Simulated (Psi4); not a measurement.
C$_{4}$H$_{12}$Ge, triplet, at the geometry of the source list (a higher spin typed on purpose: for a closed-shell molecule this is an excited state). Base run: HF/STO-3G in Psi4.

Psi4 was given this input:
```
memory 2 GB

molecule {
0 3
  Ge    0.73830000    1.69310000    0.19690000
  C    -0.05660000   -0.13480000   -0.01790000
  C    -0.23480000   -0.76880000    1.35770000
  C     0.87540000   -0.99630000   -0.86300000
  C    -1.41360000   -0.01690000   -0.70370000
  H     1.96980000    1.67370000    1.04740000
  H     1.12640000    2.30020000   -1.12050000
  H    -0.22250000    2.64310000    0.84550000
  H    -0.66120000   -1.77000000    1.26630000
  H     0.72300000   -0.85220000    1.86990000
  H    -0.90450000   -0.16830000    1.97240000
  H     1.84840000   -1.09430000   -0.38190000
  H     1.02290000   -0.55210000   -1.84820000
  H     0.45900000   -1.99480000   -0.99710000
  H    -1.30850000    0.41750000   -1.69900000
  H    -2.08280000    0.61920000   -0.11980000
  H    -1.87860000   -0.99840000   -0.80510000
}

set basis sto-3g
set reference uhf
set stability_analysis check
set scf_type pk

energy('scf')
print_variables()
```

The bond that is stretched is that between atoms 17 and 5. A test that says stable can miss a lower solution.

The base run was repeated with changes; each row names its change, and settings that it needs were set with it.

```json
[
 {"change": "base", "ΔE vs base (mEh)": "0.000", "<S^2>": "2.015"},
 {"change": "stability_analysis = follow; reference = uhf", "ΔE vs base (mEh)": "0.000", "<S^2>": "2.015"},
 {"change": "bond × 1.25", "ΔE vs base (mEh)": "42.221", "<S^2>": "2.023"},
 {"change": "stability_analysis = follow; reference = uhf; bond × 1.25", "ΔE vs base (mEh)": "42.221", "<S^2>": "2.023"},
 {"change": "bond × 1.5", "ΔE vs base (mEh)": "-89.687", "<S^2>": "2.011"},
 {"change": "stability_analysis = follow; reference = uhf; bond × 1.5", "ΔE vs base (mEh)": "-89.687", "<S^2>": "2.011"},
 {"change": "bond × 1.8", "ΔE vs base (mEh)": "-146.3", "<S^2>": "2.010"},
 {"change": "stability_analysis = follow; reference = uhf; bond × 1.8", "ΔE vs base (mEh)": "-146.3", "<S^2>": "2.010"},
 {"change": "bond × 2.2", "ΔE vs base (mEh)": "-171.3", "<S^2>": "2.010"},
 {"change": "stability_analysis = follow; reference = uhf; bond × 2.2", "ΔE vs base (mEh)": "-171.3", "<S^2>": "2.010"},
 {"change": "bond × 3.0", "ΔE vs base (mEh)": "-178.6", "<S^2>": "2.009"},
 {"change": "stability_analysis = follow; reference = uhf; bond × 3.0", "ΔE vs base (mEh)": "-178.6", "<S^2>": "2.009"}
]
```

On stretching, the SCF can end on different states; <S^2> shows the spin contamination of each.
